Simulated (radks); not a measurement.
Isoelectronic series with 2 electrons, all held in the configuration [He], which need not be the ground one along the series. Calculated with a radial shooting solver on a logarithmic mesh with Libxc functionals: scalar-relativistic Kohn-Sham, r2SCAN, spin-polarised, spherical densities, finite nucleus; meta-GGA in the generalised Kohn-Sham scheme; Fermi nuclear charge, rms radius of each element as measured or else 0.836 A^(1/3) + 0.57 fm. Total energies (hartree) and orbital eigenvalues (eV) (* marks an orbital that is empty in some or all of the ions):

ion,E (hartree),2s*,1s
Eu61+,-4161.4032,-13671.58,-55655.71
Gd62+,-4303.8506,-14157.97,-57575.47
Tb63+,-4449.2142,-14654.96,-59534.73
Dy64+,-4597.4209,-15162.49,-61532.50
Ho65+,-4748.6347,-15680.97,-63571.00
Er66+,-4902.8200,-16210.44,-65649.74
Tm67+,-5060.0706,-16751.17,-67769.98
Yb68+,-5220.3541,-17303.21,-69931.30
Lu69+,-5383.7694,-17866.86,-72135.01
Hf70+,-5550.3975,-18442.39,-74382.20
